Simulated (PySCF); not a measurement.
# Stretching one bond of AlBFH2 cation

All numbers below are calculated, not measured. The program is PySCF 2.14.0, an open-source quantum chemistry code, run on an isolated molecule that a program drew, which may never have been made. The molecule is AlBFH2 cation (charge +1, singlet), drawn as the SMILES string `F[BH][AlH+]`.

The structure below is the HF double-zeta minimum with every atom moved a little at random, so it isn't optimised. Bond B2-Al3 is then set to each length in the table by shifting atoms 3, 5 along it, with nothing else relaxed.
```xyz
5
AlBFH2 cation, angstrom
F     0.4289    1.1764    2.5540
B     0.5853    1.9575    1.6373
Al    0.0024    1.3466   -0.3474
H     0.9175    3.2340    1.8299
H    -0.4118    0.8161   -1.8674
```

E is the energy above the same method's energy at the HF double-zeta minimum. IE is the energy to remove one electron at fixed geometry, to the doublet state of charge +2, as a difference of total energies. The basis family is cc-pV(n+d)Z, with UHF for radicals and no spin-orbit coupling. Best is HF at quadruple zeta, plus MP2 correlation extrapolated from triple and quadruple zeta, plus CCSD(T) minus MP2 at triple zeta, with a frozen core. The other columns are at triple zeta.

```
bond (Å),E B3LYP (kcal/mol),E PBE (kcal/mol),E CCSD(T) (kcal/mol),E best (kcal/mol),IE B3LYP (eV),IE PBE (eV),IE CCSD(T) (eV),IE best (eV),T1
2.1569,11.04,10.32,11.53,11.13,15.854,15.611,15.988,16.106,0.014
2.1689,10.87,10.12,11.36,10.98,15.841,15.599,15.973,16.091,0.014
2.3159,?,?,?,?,?,?,?,?,?
2.3849,11.76,10.53,12.49,12.40,15.586,15.377,15.680,15.796,0.015
2.4049,12.12,10.84,12.90,12.83,15.561,15.355,15.651,15.767,0.015
2.6319,17.94,16.15,19.35,19.47,15.251,15.084,15.296,15.409,0.015
```

T1 is the CCSD diagnostic of the starting molecule.

**Estimate the best E and IE at 2.3159 Å from the other rows.**

A least-squares cubic in the inverse of the bond length through the other values of E best gives 11.25 kcal/mol there. A least-squares quadratic in the bond length through IE best gives 15.895 eV. The calculation gives 11.25 kcal/mol and 15.895 eV, so the fits miss by 0.00 kcal/mol and 0.000 eV. The same recipe one zeta lower moves these two values by 0.77 kcal/mol and 0.02 eV, a gauge of their own error. The rest of the row: E is 10.82 (B3LYP), 9.74 (PBE), 11.42 (CCSD(T)); IE is 15.671 (B3LYP), 15.451 (PBE), 15.778 (CCSD(T)); T1 is 0.014.
